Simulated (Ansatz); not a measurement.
Molecule: CuF, charge 1, multiplicity 2. The spin state was set by rule; other spins were not relaxed. 
Geometry from a B3LYP-D3(BJ)/def2-TZVP (Ansatz, a program for electronic structure) optimisation:
```
Cu
F 1 1.7056
```
Charge +1, spin multiplicity 2.

Basis-set convergence of Hartree-Fock and MP2 correlation energies (hartree) with Ansatz. Cores are frozen in the correlated levels unless marked. Open shells are spin-unrestricted. Spin-orbit coupling is left out. The frozen core is the preceding noble-gas configuration, with the filled d and f shells of earlier blocks. No relativistic terms.

The T1 diagnostic of CCSD in the largest basis is 0.048, which is high, so the coupled-cluster rows are less sure than usual.

| basis | functions | E(HF) | E(corr, MP2) |
|---|---|---|---|
| def2-SVP | 45 | -1737.75277 | -0.39682 |
| def2-TZVPP | 95 | -1738.12077 | -0.62886 |
| def2-QZVPP | 157 | -1738.17222 | -0.67745 |

Extrapolating the two largest sets (X = 3 and 4) as X^-3: E(corr) = (64·(-0.67745) - 27·(-0.62886))/37 = -0.7129 Eh, an estimate of the basis-set limit. The largest set recovers 95.0 % of it, the smallest 55.7 %.
